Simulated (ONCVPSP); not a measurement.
# u(r) = r·R(r): atom against pseudo-atom (F (Z = 9))

Columns: radius, all-electron u(r) and pseudo u(r) of the 2s shell (level -29.74 eV) of fluorine in the configuration [He] 2s2 2p5; Wu-Cohen, scalar-relativistic, ONCV scheme, ONCVPSP 4.0.1.

```tsv
r (bohr)	all-electron	pseudo
0.088	-0.4512	0.0897
0.175	-0.2692	0.2019
0.262	0.0749	0.3467
0.350	0.4096	0.5207
0.438	0.6726	0.6977
0.525	0.8525	0.8496
0.612	0.9616	0.9588
0.700	1.0137	1.0136
0.788	1.0226	1.0225
0.875	1.0013	1.0012
0.962	0.9600	0.9599
1.050	0.9055	0.9054
1.138	0.8440	0.8439
1.225	0.7801	0.7800
1.312	0.7159	0.7159
1.400	0.6525	0.6525
1.487	0.5926	0.5925
1.575	0.5354	0.5354
1.662	0.4827	0.4826
1.750	0.4334	0.4333
1.838	0.3881	0.3881
1.925	0.3473	0.3473
2.012	0.3102	0.3101
2.100	0.2762	0.2762
2.188	0.2456	0.2456
2.275	0.2185	0.2185
```

Q: How many radial nodes do the two functions have?

A: The all-electron 2s function has n − l − 1 = 1; the pseudo-wave has 0, since the states of the same l below it are removed with the core.

Q: At about which radius was the pseudo-wave matched?

A: 0.75 bohr, where the columns begin to agree (steps of 0.09 bohr).

Q: Is the pseudo-wave norm-conserving?

A: Yes: the ONCV scheme keeps the norm inside the radius equal to the all-electron one, which fixes the energy derivative of the logarithmic derivative at the level.
